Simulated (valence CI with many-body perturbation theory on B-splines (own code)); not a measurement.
## Mo⁺: E2, M1 decay

Calculated by valence CI with perturbative core correlation (CI+MBPT): five valence electrons over a frozen Dirac-Fock core [Kr], a basis of 9 s, 9 p, 9 d, 7 f, 4 g, 2 h functions for each j, with the one-electron correlation potential Σ1 (screened to all orders), the two-electron term Σ2, the three-electron term Σ3, Breit, model QED; selected single and double excitations, second order for the rest, scaled by the run's own slope (own B-spline code, finite nucleus).

Set against measurement, 9 paired levels are off by 373 cm⁻¹ on average, the worst by 607. These come from a selection out of the NIST Handbook of Basic Atomic Spectroscopic Data. Levels without a partner in it may be off by more, other configurations by 1,000 to 4,000 cm⁻¹. Among the levels kept, up to 1100 cm⁻¹ of a level comes from second order outside the variational space, and about a tenth of that is noise between levels of different J, which matters for small intervals. Only levels of the ground parity were solved; by the run's estimate the other parity begins above the list, which can be wrong where configurations are misplaced.

Lines 1 to 50 of 107 in falling wavelength, among levels below 29182 cm⁻¹, chosen from the decays that carry over 1 % of a level's rate. Wavelengths and rates use the calculated energies, so an error of 400 cm⁻¹ moves a line at 2432 nm by 9.7 % and its rate by three times that or more. Electric multipoles are in the length gauge, E1 and E2 with the static RPA response of the core. S is in atomic units (e²a₀⁴ for E2 and M2, e²a₀⁶ for E3), for M1 in squared Bohr magnetons. Weak lines are less certain than strong ones. Lines between different terms over intervals too small for the method are left out, as are lines whose strength nearly cancels and 2 of this kind that miss the measured wavelength by over 7 %. Where a level lies close to another of its J and parity, the split of strength between their lines is uncertain.

Names give the largest LS component (configuration and term), which can be under half, so a name can repeat, a term be missing and a line seem to break the LS rules; names also repeat where a configuration has a term twice. Letters in brackets count levels of one name in rising energy.

```
λ vac (nm)  λ from measured levels           Upper           Lower  Type   A (s⁻¹)  S (a.u.)
     99220               1.029e+05      4d5 4G_9/2      4d5 4G_7/2    M1  4.69e-05  1.70e+01
     52240                          4d5 4P_1/2 [a]  4d5 4P_3/2 [a]    M1  4.25e-04  4.49e+00
     39200                             4d5 2I_13/2     4d5 2I_11/2    M1  1.98e-04  6.21e+00
     27170                   26090   4d4 5s 6D_5/2   4d4 5s 6D_3/2    M1  3.21e-03  1.43e+01
     20900                   20700   4d4 5s 6D_7/2   4d4 5s 6D_5/2    M1  5.69e-03  1.54e+01
     17860                   17850   4d4 5s 6D_9/2   4d4 5s 6D_7/2    M1  5.27e-03  1.11e+01
     12700                          4d5 4P_1/2 [b]  4d5 4P_1/2 [a]    M1  1.75e-02  2.65e+00
     10220                          4d5 4P_1/2 [b]  4d5 4P_3/2 [a]    M1  1.86e-03  1.47e-01
      9186                          4d5 2D_3/2 [b]  4d5 2D_3/2 [a]    M1  5.39e-03  6.19e-01
      7431                          4d5 4P_3/2 [b]  4d5 4P_5/2 [a]    M1  3.13e-03  1.91e-01
      7273                          4d5 4P_3/2 [b]  4d5 4P_3/2 [a]    M1  1.86e-02  1.06e+00
      6550                              4d5 4D_7/2      4d5 4G_9/2    M1  5.20e-04  4.33e-02
      6510                          4d5 4P_5/2 [b]  4d5 4P_5/2 [a]    M1  1.04e-02  6.36e-01
      6389                          4d5 4P_5/2 [b]  4d5 4P_3/2 [a]    M1  5.59e-03  3.25e-01
      6144                              4d5 4D_7/2      4d5 4G_7/2    M1  8.33e-04  5.73e-02
      2432                          4d5 4P_3/2 [a]   4d4 5s 6D_5/2    M1  1.01e-02  2.16e-02
      2141                          4d5 4P_1/2 [a]   4d4 5s 6D_3/2    M1  1.54e-02  1.12e-02
      2035                          4d5 4P_1/2 [a]   4d4 5s 6D_1/2    M1  9.48e-03  5.93e-03
      1913                              4d5 4D_7/2   4d4 5s 6D_5/2    M1  5.76e-04  1.20e-03
      1851                              4d5 2D_5/2  4d5 4P_5/2 [b]    M1  4.89e-02  6.90e-02
      1832                          4d5 4P_1/2 [b]   4d4 5s 6D_3/2    M1  2.16e-02  9.84e-03
      1823                          4d5 4P_3/2 [b]   4d4 5s 6D_5/2    M1  1.33e-02  1.19e-02
      1788                              4d5 2D_5/2  4d5 4P_3/2 [b]    M1  1.46e-02  1.86e-02
      1754                          4d5 4P_1/2 [b]   4d4 5s 6D_1/2    M1  1.30e-03  5.21e-04
      1709                              4d5 2D_5/2      4d5 4D_7/2    M1  2.88e-02  3.19e-02
      1688                          4d5 2D_3/2 [a]  4d5 4P_3/2 [b]    M1  1.11e-02  7.91e-03
      1582                          4d5 2D_3/2 [a]  4d5 4P_1/2 [b]    M1  2.82e-03  1.66e-03
      1531                              4d5 4F_5/2  4d5 4P_5/2 [b]    M1  6.56e-02  5.23e-02
      1487                              4d5 4F_5/2  4d5 4P_3/2 [b]    M1  1.17e-02  8.55e-03
      1465                          4d5 2D_3/2 [b]  4d5 4P_5/2 [b]    M1  2.17e-02  1.01e-02
      1449                              4d5 4F_7/2      4d5 4D_7/2    M1  4.68e-02  4.22e-02
      1447                              4d5 4F_9/2      4d5 4D_7/2    M1  6.48e-02  7.28e-02
      1441                              4d5 2D_5/2  4d5 4P_5/2 [a]    M1  2.73e-01  1.82e-01
      1435                              4d5 2D_5/2  4d5 4P_3/2 [a]    M1  3.36e-02  2.21e-02
      1432                              4d5 4F_5/2      4d5 4D_7/2    M1  3.85e-03  2.51e-03
      1426                          4d5 2D_3/2 [b]  4d5 4P_3/2 [b]    M1  1.30e-01  5.60e-02
      1417                           4d4 5s 4D_3/2  4d5 4P_5/2 [b]    M1  2.79e-03  1.18e-03
      1407                          4d5 2D_3/2 [a]  4d5 4P_1/2 [a]    M1  2.72e-02  1.12e-02
      1375                          4d5 2D_3/2 [a]  4d5 4P_5/2 [a]    M1  4.47e-02  1.72e-02
      1370                          4d5 2D_3/2 [a]  4d5 4P_3/2 [a]    M1  1.12e-01  4.26e-02
      1351                           4d4 5s 4D_1/2  4d5 4P_1/2 [b]    M1  8.66e-03  1.58e-03
      1349                          4d5 2D_3/2 [b]  4d5 4P_1/2 [b]    M1  7.84e-02  2.86e-02
      1342                             4d5 2I_11/2     4d5 4G_11/2    M1  1.72e-02  1.85e-02
      1337                              4d5 2D_5/2      4d5 4G_7/2    M1  8.80e-02  4.68e-02
      1335                             4d5 2I_11/2      4d5 4G_9/2    M1  5.71e-03  6.05e-03
      1316                              4d5 2D_5/2      4d5 4G_5/2    M1  1.02e-01  5.17e-02
      1308                           4d4 5s 4D_3/2  4d5 4P_1/2 [b]    M1  5.08e-03  1.69e-03
      1297                             4d5 2I_13/2     4d5 4G_11/2    M1  5.78e-04  6.55e-04
      1297                             4d5 2I_13/2     4d5 4G_11/2    E2  8.29e-05  3.81e-01
      1260                          4d5 2D_3/2 [a]      4d5 4G_5/2    M1  3.70e-02  1.10e-02
```
